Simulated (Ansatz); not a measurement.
Job for Ansatz (an electronic-structure program): R-CCSD(T)/cc-pV(D+d)Z on BCl, a point of a bond scan (R = 1.722 Å). Files ending in .json are basis or fitting sets from the Basis Set Exchange.

Ansatz 0.2 input:
```yaml
crystal:
  periodic: [false, false, false]
  atoms:
    - {symbol: B, position_ang: [-0.00000000, -0.00000000, -1.33031220]}
    - {symbol: Cl, position_ang: [0.00000000, 0.00000000, 0.39126830]}
basis:
  gaussian:
    orbitals: cc-pV_D+d_Z.json
    pivot_positions_ang: [[-0.00000000, -0.00000000, -1.33031220], [0.00000000, 0.00000000, 0.39126830]]
magnetization: {spin_polarized: false}
correlation: {method: ccsd_t, electrons: outside_noble_gas}
scf: {lower_state_search: off}
output: {orbitals: {seedname: ./end}}
```

The log:

```
WARN ansatz: RAYON_NUM_THREADS=1 ignored (pool sized by the plan → 1); use --threads N
Functional definition: HF
these checks for a lower state are left out or cut short: stability, starts, cluster_reference, orbital_swaps, neighbouring_geometries, increment
integrals: 0.01 GiB planned
398 factors; integrals over basis functions are off by at most 4.3e-4 eV
mean field: 0.06 GiB planned
mean field evaluation 1: about -13173.6072 eV, gradient 1.0e1 eV
mean field evaluation 2: about -13173.6074 eV, gradient 1.0e1 eV
mean field evaluation 4: about -13174.0653 eV, gradient 1.4e0 eV
mean field evaluation 8: about -13174.0807 eV, gradient 3.8e-3 eV
mean field -13174.08071510 eV, -484.1385365672 hartree, gradient 2.9e-6 eV, S^2 0.000000; 0 other end points of the search recorded, 0 dependent functions left out
6 core orbitals not correlated
reference -13174.08071510 eV, -484.1385365672 hartree; 5, 5 occupied and 26, 26 virtual orbitals, 398 factors
second order -5.42322396 eV of doubles, -0.00000000 eV of singles
coupled cluster: 0.05 GiB planned
cycle   1  -5.91974820 eV  change   -5.0e-1 eV  update   7.9e-2
cycle   2  -6.16477000 eV  change   -2.5e-1 eV  update   3.2e-2
cycle   3  -6.23291054 eV  change   -6.8e-2 eV  update   1.6e-2
cycle   4  -6.22931848 eV  change    3.6e-3 eV  update   4.1e-3
cycle   5  -6.22963803 eV  change   -3.2e-4 eV  update   9.3e-4
cycle   6  -6.22963458 eV  change    3.5e-6 eV  update   2.5e-4
cycle   7  -6.22965763 eV  change   -2.3e-5 eV  update   6.5e-5
cycle   8  -6.22968360 eV  change   -2.6e-5 eV  update   1.5e-5
cycle   9  -6.22967982 eV  change    3.8e-6 eV  update   3.6e-6
perturbative correction -0.20251089 eV, -0.0074421379 hartree
Total energy: -13180.51290581 eV, -484.3749152159 hartree
Checks for a lower state left out: stability, starts, cluster_reference, orbital_swaps, neighbouring_geometries, increment
```

Self-consistency was reached.

Cost: around 0.5 core-seconds (rough).
